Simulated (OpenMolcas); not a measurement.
## How basis sets differ on InH2F (SMILES [F][InH2])

The species is InH2F (4 atoms), meant as a singlet with charge 0. As SMILES, `[F][InH2]`. The coordinates come from a PBE0-D4/def2-TZVP relaxation.

Each level gives the dipole moment (D). The values are calculated.

```
                        level          kind     program  value (D)  CPU time
                    HF/STO-3G  Hartree–Fock  OpenMolcas       1.77     2.3 s
                     HF/3-21G  Hartree–Fock  OpenMolcas       3.12     2.6 s
 HF/def2-SVP (core potential)  Hartree–Fock  OpenMolcas       3.45     2.9 s
HF/def2-TZVP (core potential)  Hartree–Fock  OpenMolcas       3.39      11 s
```

All-electron rows without a relativistic Hamiltonian named are non-relativistic, while core potentials hold scalar relativity, so basis and relativity change together. The values span 1.77 to 3.45 D. Sets without polarisation functions give poor dipoles. CPU times are rough (shared hosts, several kinds of processor): they show what a rung costs within a factor of a few.
